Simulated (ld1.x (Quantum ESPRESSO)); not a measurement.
## Before and after: ultrasoft potential for mercury (Hg)

ld1.x (Quantum ESPRESSO) 7.5 input, shortened:

```
&input
   title='Hg', zed=80., rel=1, dft='PZ', iswitch=3,
   config='[Xe] 4f14 5d10 6s1.5 6p0.5'
 /
 &inputp
   pseudotype=3, tm=.true., lloc=-1, rcloc=1.90,
   nlcc=.true.
 /
6
6S  1  0   1.50   0.00  1.65  2.30  0.0
6S  1  0   0.00   0.65  1.65  2.30  0.0
6P  2  1   0.50   0.00  2.15  2.90  0.0
6P  2  1   0.00   0.25  2.15  2.90  0.0
5D  3  2  10.00   0.00  1.45  1.85  0.0
5D  3  2   0.00   1.25  1.45  1.85  0.0
 &test
   configts(1)='5d10 6s1.5 6p0.5'
 /
```

Change: type PAW; local potential all-electron potential smoothed inside 1.50 bohr (lloc = -1); augmentation BESSEL, radius 1.20 bohr.

Cutoffs: the cutoffs (Ry, on a coarse ladder) from which the occupation-weighted sum of valence levels, in a spherical-Bessel basis at the reference potential, stays within 10 and 1 mRy of its value at 400 Ry; they do not see the model core or the augmentation charge, which bear on the density cutoff. Errors are all-electron minus pseudo energies relative to the spin-unpolarised reference configuration.

What does the change do?

A bound ghost appears in p, s, which as a rule spoils a file; of the 9 tests that both files solve, the error grows in 7 and shrinks in 1 by more than 15 % and 0.3 meV (median size 5.1 → 21.0 meV). Several settings change at once here, so the effects cannot be laid on one of them.

```tsv
quantity	base	changed
cutoffs, loose and tight	35 Ry, 55 Ry	not determined
bound ghosts	none	s, p (d not tested, overlap not positive)
error for 5d10 6s2 6p0, meV [ΔE -3.02 eV]	+0.8	+1.7
error for 5d10 6s1 6p0, meV [ΔE 8.03 eV]	-4.5	+21
error for 5d10 6s0 6p0, meV [ΔE 27.42 eV]	-23	+179
error for 5d10 6s1.5 6p0, meV [ΔE 1.51 eV]	-1.0	+2.0
error for 5d8 6s0 6p0, meV [ΔE 113.27 eV]	-293	-76
error for 5d9 6s2 6p0, meV [ΔE 12.71 eV]	-14	-24
error for 5d9 6s0 6p0, meV [ΔE 63.24 eV]	-71	+145
error for 5d10 6s1.5 6p0.5 (spin-polarised), meV [ΔE -0.11 eV]	+0.2	+0.3
error for 5d10 6s1 6p0 (spin-polarised), meV [ΔE 7.87 eV]	-5.1	+21
s: phases at 3.16 bohr within 0.05 rad from the reference energy up to (Ry; the scan ends near 5)	to the end of the scan	to the end of the scan
p: phases at 3.16 bohr within 0.05 rad from the reference energy up to (Ry; the scan ends near 5)	2.7	3.4
d: phases at 3.16 bohr within 0.05 rad from the reference energy up to (Ry; the scan ends near 5)	to the end of the scan	4.9
lowest overlap eigenvalue by channel	s 0.35, p 0.41, d 0.44	s 0.23, p 0.32, d -0.60
```

Changed file: the overlap operator is not positive definite in a basis up to 400 Ry (lowest eigenvalue d -0.60), so the file is unfit for use: the generalised eigenproblem breaks down once the basis is large enough, and its test numbers describe a broken file. A true bound ghost makes a file unfit for plane-wave use even where its test errors are small: the radial tests pick states by their node count and pass the ghost by.
